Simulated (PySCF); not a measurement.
An unknown is described by computed data only.

Formula: C6H12OSi.

| Property | Result |
| --- | --- |
| Rotational structure | rotational constants A, B, C: 3.059, 1.095, 0.870 GHz [PBE0-D3(BJ)/def2-SVP] |
| 13C NMR | chemical shifts (computed TMS as zero) by class: 205.9 (1 C), 53.1 (1 C), 30.8 (1 C), 26.8 (1 C), 10.1 (1 C), 8.8 (1 C) ppm [GIAO B3LYP/pcSseg-1] |
| Dipole | 3.14 D [B3LYP/def2-SVPD] |
| UV, strongest line | among the 10 lowest singlet transitions: S5 at 6.91 eV (179 nm, f = 0.050) [TDDFT B3LYP/def2-SVPD] |
| 1H NMR | chemical shifts (computed TMS as zero) by class: 9.28 (1 H), 4.11 (1 H), 4.06 (1 H), 2.12 (1 H), 1.77 (1 H), 1.47 (1 H), 1.41 (1 H), 1.06 (1 H), 0.87 (1 H), 0.63 (1 H), 0.61 (1 H), 0.59 (1 H) ppm [GIAO B3LYP/pcSseg-1] |
| Triplet | lowest triplet excitation (Tamm–Dancoff): 3.63 eV [TDA B3LYP/def2-SVPD] |
| Polarisability | 99.6 au [B3LYP/def2-SVPD] |
| UV, first state | lowest singlet excitation: 4.21 eV (294 nm, f = 0.001) [TDDFT B3LYP/def2-SVPD] |
| NMR, other nuclei | isotropic shieldings of nuclei other than C and H, by class: -340 (1 O), 380 (1 Si) ppm [GIAO B3LYP/pcSseg-1] |

Electronic properties: PySCF, gas phase, density fitting. Levels stand in brackets. The structure is a single PBE0-D3(BJ)/def2-SVP conformer in the gas phase; no vibrational or solvent corrections. NMR classes are plain means over equivalent atoms (diastereotopic ones count apart unless rotation or inversion swaps them), as if these changed places fast.

Question: Give a SMILES that accounts for the data.

Answer: Numbering: `[O:1]=[CH:2][C@@H:3]1[CH2:4][CH2:5][CH2:6][SiH2:7][CH2:8]1`. Its formula, C6H12OSi, gives 2 degrees of unsaturation: 1 ring and 1 π bond in the structure found. 6 carbons fall into 6 classes; from least to most shielded: aldehyde carbon [C2] (205.9 ppm), sp3 carbon next to a carbonyl [C3] (53.1 ppm), ring CH2 carbon [C4] (30.8 ppm), ring CH2 carbon [C5] (26.8 ppm), ring sp3 carbon bound to silicon [C6] (10.1 ppm), ring sp3 carbon bound to silicon [C8] (8.8 ppm). Hydrogen classes from least to most shielded: 1 H on an aldehyde carbon, C2 (9.28 ppm), 1 H on an SiH2 silicon, Si7 (4.11 ppm), 1 H on an SiH2 silicon, Si7 (4.06 ppm), 1 H on a ring CH2 carbon, C5 (2.12 ppm), 1 H on an sp3 carbon next to a carbonyl, C3 (1.77 ppm), 1 H on a ring CH2 carbon, C5 (1.47 ppm), 1 H on a ring CH2 carbon, C4 (1.41 ppm), 1 H on a ring CH2 carbon, C4 (1.06 ppm), 1 H on an sp3 carbon bound to silicon, C6 (0.87 ppm), 1 H on an sp3 carbon bound to silicon, C8 (0.63 ppm), 1 H on an sp3 carbon bound to silicon, C6 (0.61 ppm), 1 H on an sp3 carbon bound to silicon, C8 (0.59 ppm). The other shieldings belong to: -340 ppm, aldehyde oxygen [O1]; 380 ppm, SiH2 silicon [Si7]. S1 is mainly HOMO→LUMO (weight 0.96); the largest Löwdin shares of the orbital it empties are 0.50 on the aldehyde oxygen, 0.15 on the aldehyde carbon, 0.11 on the sp3 carbon next to a carbonyl and 0.07 on the formyl hydrogen, of the orbital it fills 0.40 on the aldehyde carbon, 0.34 on the aldehyde oxygen, 0.06 on the formyl hydrogen and 0.05 on the sp3 carbon next to a carbonyl. The optimised geometry has point group C1 and is an asymmetric top. Structure: `[SiH2]1CCC[C@@H](C=O)C1`. Computed isomers that give other values at the same levels: `[SiH3]O[C@]12CC[C@H]1CC2` (rotational constant A: 3.348 GHz; this holds for the one conformer computed). The assignments are read from this structure; whether some other isomer fits the data as well wasn't checked. The mirror image fits equally.
